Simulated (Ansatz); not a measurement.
Calculated with Ansatz (gas phase, PBE0-D4/def2-TZVP geometries, no zero-point term in ΔE). CCSD(T)/CBS adds triple-zeta CCSD(T) − MP2 to the extrapolated MP2 energy (def2 sets, frozen cores). DFT in def2-TZVPP. HSE06 is defined as in plane-wave codes. Each species was taken in one conformer, which may not be the lowest.

Reaction (isomerisation): `C[SiH](O)C=O` → `CC(=O)O[SiH3]`

Q: Is it downhill or uphill in electronic energy at CCSD(T)/CBS, and by how much? (Best estimate.)

A: The calculation gave: Downhill: ΔE = -4.5 kcal/mol.

Q: What do these levels give: revPBE-D4, PBE-QIDH, PBE0, HSE06, CAM-B3LYP, CCSD/CBS(def2)? (Best estimate.)

A: The calculation gave: revPBE-D4 -5.8, PBE-QIDH -7.1, PBE0 -6.7, HSE06 -6.7, CAM-B3LYP -7.6, CCSD/CBS(def2) -4.5 kcal/mol.

Largest T1 diagnostic among the species: 0.014.

From BLYP to BHLYP (50 % exact exchange), in def2-TZVPP and without D4, ΔE moves by −2.0 kcal/mol. Leaving LDA and LC-ωPBE aside and taking each functional with its dispersion term where it has one, the values, not all of them listed here, spread over 1.9 kcal/mol, from ωB97X-V to BLYP-D4. LDA lies −3.4 kcal/mol from PBE without D4.
